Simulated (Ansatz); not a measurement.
Computed with Ansatz on PBE0-D4/def2-TZVP structures; ΔE is electronic, products minus reactants. CCSD(T)/CBS is the MP2 limit (def2-TZVPP, def2-QZVPP) plus CCSD(T) − MP2 in def2-TZVPP, frozen cores. DFT in def2-TZVPP. Open shells (•) are unrestricted, without spin–orbit coupling. Spin–orbit coupling would lower the free atoms: clearly for Br. For Br, Ga outer-core shells are correlated without core-valence functions, so the limit isn't a true one: a few kJ/mol of doubt a bond, and 10 to 20 or more in all where bonds break to atoms. Scalar relativity is left out up to krypton. Each species was taken in one conformer, which may not be the lowest.

Consider the homolysis of the Br–Ga bond: `[OH][Ga]([F])[Br]` → Br• + `[OH][Ga][F]`•.

```json
{"level": "r2SCAN-D4", "ΔE (kJ/mol)": "375.8"}
{"level": "PBE", "ΔE (kJ/mol)": "364.2"}
```

Task: What does CCSD(T)/CBS give? (An estimate is asked.)

Result: Ansatz gave: +397.6 kJ/mol. The listed levels differ from it by -21.8, -33.4 kJ/mol.

Largest T1 diagnostic among the species: 0.018.

From PBE to PBE0 (25 % exact exchange), in def2-TZVPP and without D4, ΔE moves by +6.6 kJ/mol. The D4 term adds +9.2 kJ/mol with B3LYP and +4.9 kJ/mol with PBE0; it sums over pairs of atoms, weighted by their polarisabilities, and B3LYP, whose exchange is more repulsive, gets the larger term. At CCSD(T), def2-SVP lies −28.1 kJ/mol from the extrapolated value and def2-TZVPP −16.0 kJ/mol: correlation converges slowly with the basis, and small sets miss more of it in the bonded molecule than in its fragments.

B3LYP here is the variant with VWN-RPA as its local correlation; programs differ in this.

CCSD(T)/CBS has its own doubt, a few kJ/mol and more with outer-core shells, so smaller differences from it don't rank the levels.
